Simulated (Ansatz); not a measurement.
Y(Cl)3 cation (Cl₃Y), SMILES [Cl][Y]([Cl])[Cl] (connectivity only; charge and spin as stated), charge +1, multiplicity 2. Atoms are numbered in the order given.

```xyz
4

Y      0.0000     0.0000    -0.5617
Cl     1.8773    -1.0839     0.5601
Cl    -1.8773    -1.0838     0.5601
Cl     0.0000     2.1677     0.5601
```
Charge +1, spin multiplicity 2.

Coordinates come from a PBE0-D3(BJ)/def2-SVP optimisation. The spin state was assumed, not searched. The isomer is the one that the SMILES or the coordinates give; other isomers of the formula were not compared. The def2 effective core potentials stand for the cores of Y; spin–orbit coupling is left out.

Two levels are set side by side: PBE-D3(BJ)/def2-SVP (Ansatz, a quantum-chemistry and plane-wave program) and PBE0-D3(BJ)/def2-SVP (Ansatz). Each level has its own optimised geometry; the coordinates shown are those of the second. Differences are taken from unrounded values.

```csv
quantity,PBE0-D3(BJ)
mean bond length (Å),2.441
bond Y1–Cl2 (Å),2.441
bond Y1–Cl3 (Å),2.441
bond Y1–Cl4 (Å),2.441
```

Problem. What does PBE-D3(BJ) give, and how far is it from PBE0-D3(BJ)? (Estimate from the structure and the level; the computed values follow.)

Solution. 
```json
[
 {"quantity": "mean bond length (Å)", "PBE-D3(BJ)": "2.466", "PBE-D3(BJ) minus PBE0-D3(BJ)": "0.025"},
 {"quantity": "bond Y1–Cl2 (Å)", "PBE-D3(BJ)": "2.362", "PBE-D3(BJ) minus PBE0-D3(BJ)": "-0.079"},
 {"quantity": "bond Y1–Cl3 (Å)", "PBE-D3(BJ)": "2.518", "PBE-D3(BJ) minus PBE0-D3(BJ)": "0.077"},
 {"quantity": "bond Y1–Cl4 (Å)", "PBE-D3(BJ)": "2.518", "PBE-D3(BJ) minus PBE0-D3(BJ)": "0.077"}
]
```

GGA bonds tend to be longer and softer than those of functionals with exact exchange. Differences between two approximate levels are no errors against the true value.
